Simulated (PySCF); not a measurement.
Species: C4HBrO2.
Atom-mapped SMILES: `[O:1]=[c:2]1[cH:3][c:4]([Br:5])[c:6]1=[O:7]` (hydrogens: H8 on C3)

Method used: PySCF, CAM-B3LYP/def2-SV(P) geometry optimisation, gas phase.

(1) List the bond lengths and angles at this level.

## Answers

(1) 
```csv
bond,length (Å),order
O1=C2,1.189,double
C2–C3,1.504,aromatic
C3–C4,1.353,aromatic
C4–Br5,1.839,single
C4–C6,1.518,aromatic
C6=O7,1.185,double
C2–C6,1.571,aromatic
C3–H8,1.090,single
```

Orders are formal, as drawn. A selection of angles:
```csv
angle,degrees
O1–C2–C3,136.5
O1–C2–C6,136.6
C3–C2–C6,86.9
C2–C3–C4,93.6
C2–C3–H8,133.2
C4–C3–H8,133.2
C3–C4–Br5,134.3
C3–C4–C6,94.7
Br5–C4–C6,131.0
C4–C6–O7,136.2
C2–C6–C4,84.9
C2–C6–O7,138.9
```

The 4 C–C bonds span 1.353 Å (C3–C4, drawn aromatic) to 1.571 Å (C2–C6, drawn aromatic), a spread of 0.218 Å. The 4-membered ring C2–C3–C4–C6 has internal angles of 84.9° to 94.7° (sum 360°, against 360° for a flat polygon); it is planar, 0.00 Å rms from its mean plane, widest ring torsion 0°. The 7 heavy atoms lie in one plane (0.001 Å rms).

Point group: Cs (tolerance 0.08 Å). Stationary, but not proved a minimum.
